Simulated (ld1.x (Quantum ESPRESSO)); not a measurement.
Building the ultrasoft potential for Cl (LDA (PZ), scalar-relativistic).

The input file (ld1.x (Quantum ESPRESSO) 7.5):

```
&input
   title='Cl', zed=17., rel=1, dft='PZ', iswitch=3,
   config='[Ne] 3s2 3p5 3d-2',
   nld=3, rlderiv=1.70, eminld=-4.0, emaxld=5.0, deld=0.02
 /
 &inputp
   pseudotype=3, tm=.true., lloc=-1, rcloc=1.05,
   nlcc=.true., new_core_ps=.true., rcore=0.90,
   which_augfun='PSQ', rmatch_augfun_nc=.true.,
   file_pseudopw='Cl.UPF', file_wfcaegen='ae.wfc', file_wfcncgen='nc.wfc', file_beta='beta', file_chi='chi', file_wfcusgen='us.wfc'
 /
6
3S  1  0   2.00   0.00  1.15  1.35  0.0
3S  1  0   0.00   3.60  1.15  1.35  0.0
3P  2  1   5.00   0.00  1.05  1.40  0.0
3P  2  1   0.00   1.40  1.05  1.40  0.0
3D  3  2  -2.00   0.15  1.45  1.55  0.0
3D  3  2  -2.00   2.25  1.45  1.55  0.0
 &test
   configts(1)='3s2 3p5'
 /
```

Command:

```bash
ld1.x < Cl.in > Cl.out
```

Resulting log (shortened: banner, matrices, multipoles, cross overlaps and the repeated all-electron block are left out):

```
Program LD1 v.7.5
     --------------------------- All-electron run ----------------------------

     Cl
     scalar relativistic calculation

     atomic number is 17.00
     dft =PZ   lsd =0 sic =0 latt =0  beta=0.20 tr2=1.0E-14
     Exchange-correlation= PZ
                           (   1   1   0   0   0   0   0)
     mesh =1157 r(mesh) = 101.16842 a.u. xmin = -7.00 dx = 0.01250
     1 Ry =  13.60569312 eV, c = 137.03599908

     n l     nl                  e(Ry)          e(Ha)          e(eV)
     1 0     1S 1( 2.00)      -201.5300      -100.7650     -2741.9553
     2 0     2S 1( 2.00)       -18.5018        -9.2509      -251.7299
     2 1     2P 1( 6.00)       -14.0849        -7.0425      -191.6350
     3 0     3S 1( 2.00)        -1.5210        -0.7605       -20.6939
     3 1     3P 1( 5.00)        -0.6398        -0.3199        -8.7053

     final scf error:  8.0E-15 reached in  30 iterations

     Etot =    -920.230930 Ry,    -460.115465 Ha,  -12520.379635 eV

     Ekin =     923.657422 Ry,     461.828711 Ha,   12566.999434 eV
     Encl =   -2197.088344 Ry,   -1098.544172 Ha,  -29892.909770 eV
     Eh   =     406.623062 Ry,     203.311531 Ha,    5532.388597 eV
     Exc  =     -53.423070 Ry,     -26.711535 Ha,    -726.857896 eV

     normalization and overlap integrals

     s(1S/1S) =  1.000000  <r> =   0.0912  <r2> =    0.0112  r(max) =   0.0596
     s(2S/2S) =  1.000000  <r> =   0.4460  <r2> =    0.2364  r(max) =   0.3649
     s(2P/2P) =  1.000000  <r> =   0.4077  <r2> =    0.2073  r(max) =   0.3025
     s(3S/3S) =  1.000000  <r> =   1.5362  <r2> =    2.7532  r(max) =   1.2735
     s(3P/3P) =  1.000000  <r> =   1.8450  <r2> =    4.1130  r(max) =   1.4252

     ------------------------ End of All-electron run ------------------------

     --------------------- Generating US pseudopotential ---------------------

      Generating local potential from pseudized AE potential:
      Matching radius rcloc =   1.0500

      Local pseudo, rcloc= 1.043 Estimated cut-off energy=    22.25 Ry

      Computing core charge for nlcc:

       r > 0.91 : true rho core
      Core charge pseudized with two Bessel functions
      Integrated core pseudo-charge :   3.66
      Wfc-us  3S rcutus= 1.339  Estimated cut-off energy=    25.17 Ry
      Wfc-us  3S rcutus= 1.339  Estimated cut-off energy=    36.86 Ry
      Wfc-us  3P rcutus= 1.407  Estimated cut-off energy=    37.70 Ry
      Wfc-us  3P rcutus= 1.407  Estimated cut-off energy=    41.96 Ry
      Wfc-us  3D rcutus= 1.555  Estimated cut-off energy=    44.31 Ry
      Wfc-us  3D rcutus= 1.555  Estimated cut-off energy=    49.28 Ry

     Q pseudized with Bessel functions
     Expected ecutrho=     314.7324 due to l1=  1   l2=  2

     ------------------- End of pseudopotential generation -------------------

     Computing logarithmic derivative in   1.70840
     Computing logarithmic derivative in   1.70840
     Computing the partial wave expansion
     R is outside the sphere for l=    0 j= 0.00
     R is outside the sphere for l=    0 j= 0.00
     R is outside the sphere for l=    1 j= 0.00
     R is outside the sphere for l=    1 j= 0.00
     R is outside the sphere for l=    2 j= 0.00
     R is outside the sphere for l=    2 j= 0.00

     ---------------------- Testing the pseudopotential ----------------------

     Cl
     scalar relativistic calculation

     atomic number is 17.00   valence charge is  7.00
     dft =PZ   lsd =0 sic =0 latt =0  beta=0.20 tr2=1.0E-14
     mesh =1157 r(mesh) = 101.16842 xmin = -7.00 dx = 0.01250

     n l     nl             e AE (Ry)        e PS (Ry)    De AE-PS (Ry)
     1 0     3S   1( 2.00)       -1.52098       -1.52099        0.00001
     2 1     3P   1( 5.00)       -0.63983       -0.63983        0.00001

     eps = 8.4E-18  iter =  4

     Etot =    -920.230930 Ry,    -460.115465 Ha,  -12520.379635 eV
     Etotps =   -37.272729 Ry,     -18.636365 Ha,    -507.121313 eV

     Ekin =      11.581357 Ry,       5.790678 Ha,     157.572385 eV
     Encl =     -67.189064 Ry,     -33.594532 Ha,    -914.153786 eV
     Ehrt =      25.317610 Ry,      12.658805 Ha,     344.463628 eV
     Ecxc =     -13.523823 Ry,      -6.761912 Ha,    -184.000992 eV
     (Ecc =      -7.184471 Ry,      -3.592236 Ha,     -97.749708 eV)
     Epseu=       6.541192 Ry,       3.270596 Ha,      88.997452 eV

     ---------------------- End of pseudopotential test ----------------------
```

Generation and configuration tests took about 1.5 s on one core of a shared server CPU.
